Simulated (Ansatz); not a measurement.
Energy needed to pull apart AlGeH4F (SMILES [F][GeH2][AlH2]), singlet, into free ground-state atoms, from the structure below (displaced at random from a GFN2-xTB minimum); no zero-point or spin–orbit terms; open-shell atoms are treated unrestricted, in their ground-state multiplicity.

| atom | x (Å) | y (Å) | z (Å) |
| --- | --- | --- | --- |
| F1 | -2.1483 | -0.5845 | 0.1631 |
| Ge2 | -0.8235 | 0.0897 | -0.5672 |
| Al3 | 1.1581 | 0.4477 | 0.8784 |
| H4 | -0.0433 | -1.1784 | -1.0952 |
| H5 | -1.5236 | 0.4799 | -2.1339 |
| H6 | 2.1640 | -0.7169 | 0.6230 |
| H7 | 1.5150 | 1.4563 | 1.6884 |

Program: Ansatz 0.2.0. Basis: def2-TZVPP. Cores are frozen in the correlated methods. Filled d shells of the heavier atoms are correlated. The def2 sets are not built for correlating such inner shells, so the correlated values are less sure here.

```
   method  atomization energy (kcal/mol)
    SPW92                          458.4
   PBE-D4                          398.7
r2SCAN-D4                              ?
  PBE0-D4                          394.0
  LC-wPBE                              ?
  wB97M-V                          401.6
       HF                          286.5
      MP2                          395.3
     CCSD                          391.8
  CCSD(T)                          396.7
```

Question: What does r2SCAN-D4 give? (An estimate is asked for; the value comes from the calculation.)

Answer: The calculation gives: 405.2 kcal/mol, which is about 8.5 kcal/mol more than CCSD(T)/def2-TZVPP.

Question: What does LC-wPBE give? (To be estimated.)

Answer: The calculation gives: 398.1 kcal/mol, which is about 1.4 kcal/mol more than CCSD(T)/def2-TZVPP.

In triple zeta the MP2 and coupled-cluster atomization energies are still short of their basis limit by a few kcal/mol a bond, whereas those of the functionals are nearly converged, so these differences are not deviations from converged CCSD(T).

T1 diagnostic: at most 0.013.

For scale, one of the runs: CCSD(T)/def2-TZVPP forces, 177 basis functions (an equivalent command: `ansatz run in.yaml --threads 4`). The run took 2.6 min on 4 CPU threads (shared host), with 2.9 GiB of host memory at its peak.
